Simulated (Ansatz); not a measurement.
The cluster SiSn₄, relaxed as a quintet with UKS PBE-D4/def2-SVP in Ansatz, starting from the PBE-D4/def2-SVP geometry of the neutral singlet. Force threshold 0.02 eV/Å.

In the def2 sets Sn takes a core potential; there is no spin–orbit coupling. The relaxation made no stability test and no search for a lower SCF solution. At PBE-D4/def2-SVP a singlet of charge 0 lies 2.32 eV below the quintet, each at its own geometry. The structure comes from a short search, and lower isomers may exist.

Start:

Cartesian coordinates in Å:
```
Si -0.425 -1.051 1.079
Sn 0.499 1.235 -1.267
Sn -1.324 -0.991 -1.355
Sn 2.005 -0.705 0.234
Sn -0.754 1.513 1.309
```

```csv
step,energy (eV),largest force component (eV/Å),SCF passes
1,-31197.4981,0.982,82
2,-31197.8076,0.631,41
3,-31197.9097,0.600,38
4,-31198.0372,0.560,39
5,-31198.1443,0.501,29
6,-31198.1849,0.462,29
7,-31198.2215,0.051,24
8,-31198.2236,0.023,24
9,-31198.2246,0.030,25
10,-31198.2543,0.185,33
11,-31198.3620,0.273,31
12,-31198.4446,0.234,29
13 (rejected),-31198.4025,0.534,37
14,-31198.4567,0.113,27
15,-31198.4572,0.072,25
16,-31198.4609,0.028,26
17,-31198.4611,0.019,26
```

Force components are those of the run's own axes.

End:

```xyz
5

Si   -0.356   -0.500    0.827
Sn    0.383    1.360   -1.050
Sn   -1.003   -1.543   -1.478
Sn    1.998   -1.258   -0.011
Sn   -1.022    1.941    1.713
```

Bonds formed: Si1–Sn2 (atoms count from 1).

No frequencies were taken in this run, so the end may be a saddle point.

Hardware: 4 threads of Arm Neoverse V2 on a shared host. Wall time 47 s.
